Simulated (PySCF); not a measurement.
B(Cl)(NHMe)(OMe) (C2H7BClNO), SMILES CNB(Cl)OC. Heavy atoms are numbered as in [B:1]([Cl:2])([NH:3][CH3:4])[O:9][CH3:10]. Hydrogens are named by the atom that carries them.

Geometry optimised at B3LYP-D3(BJ)/def2-SVP. One conformer was computed; it need not be the lowest.

These are PySCF with PBE0/pcSseg-1 values and carry that method's errors.

GIAO shieldings, no solvent; atoms alike by connectivity are averaged. δ = σ(ref) − σ: ¹¹B against BF3 (σ = 88.8 ppm); ³⁵Cl against HCl (σ = 945.9 ppm); ¹⁵N against NH3 (σ = 267.4 ppm); ¹³C against TMS (σ = 186.3 ppm); ¹H against TMS (σ = 31.56 ppm); ¹⁷O against H2O (σ = 334.2 ppm), references at their B3LYP-D3(BJ)/def2-TZVP geometries, non-relativistic (without spin–orbit terms, shifts of atoms bonded to Cl or Br come out too high).

Computed chemical shifts:
```csv
nucleus,atoms,count,δ (ppm)
¹¹B,B1,1,14.4
³⁵Cl,Cl2,1,39.6
¹⁵N,N3 (NH),1,79.7
¹³C,C10 (CH3),1,54.1
¹³C,C4 (CH3),1,33.5
¹H,H on C10,3,3.82
¹H,H on C4,3,3.15
¹H,H on N3,1,2.50
¹⁷O,O9,1,89.6
```
